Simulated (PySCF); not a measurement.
**OsOF₂, singlet: structure and spectrum**

Computed with PBE0 in PySCF with Os def2-SVP with ECP60, O def2-SVP, F def2-SVP; scalar-relativistic core potentials, no spin–orbit coupling; density-fitted integrals.

The structure is a minimum.

* Point group: C2v
* Bond lengths: Os–F 1.846 Å (×2), Os–O 1.626 Å
* Bond angles: F–Os–F 106.4°, F–Os–O 126.8° (×2)
* Zero-point energy: 18.7 kJ/mol
* Principal quadrupole moments (Buckingham, traceless) about the centre of mass: -1.33, -0.94, 2.27 D Å
* Principal polarisabilities: 30.2, 30.5, 37.8 bohr³
* Dipole moment: 0.76 D
* Heat capacity Cp at 298.15 K: 64.4 J/(mol K)
* Highest occupied level: -7.69 eV
* Entropy at 298.15 K and 1 bar: 309.2 J/(mol K)
* Lowest empty level: -3.99 eV
* Rotational symmetry number: 2
* Enthalpy at 298.15 K above 0 K: 15.07 kJ/mol
* Atomisation energy without zero-point energy: 1411 kJ/mol
* Rotational constants: 0.203, 0.1921, 0.09871 cm⁻¹

Harmonic modes (masses in u: Os 191.961, O 15.995, F 18.998):
```
symmetry  ω (cm⁻¹)  IR (km/mol)  μ (u)
      b2       163         16.6  18.51
      a1       181          4.0  20.45
      b1       239          2.8  21.39
      b2       684          104  20.99
      a1       714         66.8  20.20
      a1      1145          121  17.14
```

In C2v the vibrations span 2b2 + 3a1 + b1. Here b1 is antisymmetric to the molecular plane and b2 lies in it.

Charges (e):
| atom | Mulliken | Löwdin | polar tensor | Mayer order to Os1 |
| --- | --- | --- | --- | --- |
| Os1 | 0.92 | 0.25 | 1.65 | – |
| O2 | -0.25 | 0.03 | -0.59 | 2.27 |
| F3,4 | -0.34 | -0.14 | -0.53 | 0.99 |

Mulliken populations on Os1 (electrons outside its core potential): s 2.74, p 6.27, d 5.94, f 0.12.

Formally Os is in oxidation state +4, d4, with 0 unpaired electrons (the high-spin count would be 4). The polar-tensor charge on Os, 1.65, is far below the formal one.

Only a few start shapes were tried, so a lower isomer may exist. Spin–orbit coupling, left out here, can matter for elements this heavy.

The final relaxation and frequency run took of the order of 60 core-seconds on a shared host.
